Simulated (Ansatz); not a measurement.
```yaml
crystal:
  periodic: [false, false, false]
  atoms:
    - {symbol: Pt, position_ang: [-1.026842, -0.865566, -0.485285]}
    - {symbol: Pt, position_ang: [1.228431, 0.122915, -0.717608]}
    - {symbol: Pt, position_ang: [-0.201590, 0.742641, 1.202893]}
basis:
  gaussian: {orbitals: def2-mTZVP, fitting: {mean_field: def2-universal-jkfit}}
hamiltonian: {xc: {name: wB97X}}
scf: {omitted_lower_state_checks: [starts]}
output: {forces: true}
```

```sh
$ ansatz run in.yaml --threads 4 --pin off --events-out ev --progress --plain --max-ram 3916MiB
```

It prints (some lines left out):

```
Functional definition: wB97X
681 factors; integrals over basis functions are off by at most 4.4e-2 eV
681 factors; integrals over basis functions are off by at most 8.1e-7 eV
mean field evaluation 1: about -9737.9922 eV, gradient 4.3e1 eV
mean field evaluation 2: about -9738.0272 eV, gradient 4.7e1 eV
mean field evaluation 4: about -9741.4121 eV, gradient 6.2e-1 eV
mean field evaluation 8: about -9741.4617 eV, gradient 1.2e0 eV
mean field evaluation 16: about -9741.4629 eV, gradient 7.0e-4 eV
mean field -9741.46285897 eV, -357.9921570665 hartree, gradient 6.4e-5 eV, S^2 0.000000; 0 other end points of the search recorded, 0 dependent functions left out
reference -9741.46282653 eV, -357.9921558743 hartree; 27, 27 occupied and 81, 81 virtual orbitals, 681 factors
Total energy: -9741.46282653 eV, -357.9921558743 hartree
Atom 0 at    -1.026842    -0.865566    -0.485285 Å, force    -0.277976    -0.234316    -0.131372 eV/Å
Atom 1 at     1.228431     0.122915    -0.717608 Å, force     0.332379     0.033349    -0.194036 eV/Å
Atom 2 at    -0.201590     0.742641     1.202893 Å, force    -0.054403     0.200968     0.325408 eV/Å
Dipole moment:     0.000002     0.000001     0.000001 e Å
Checks for a lower state left out: starts
```

Run time 11 s (4 threads of Arm Neoverse V1 on a shared host).

In the def2 sets Pt takes a core potential; there is no spin–orbit coupling. The restricted singlet is unstable towards broken spin symmetry at other levels; at RKS ωB97X/def2-mTZVP this wasn't settled.
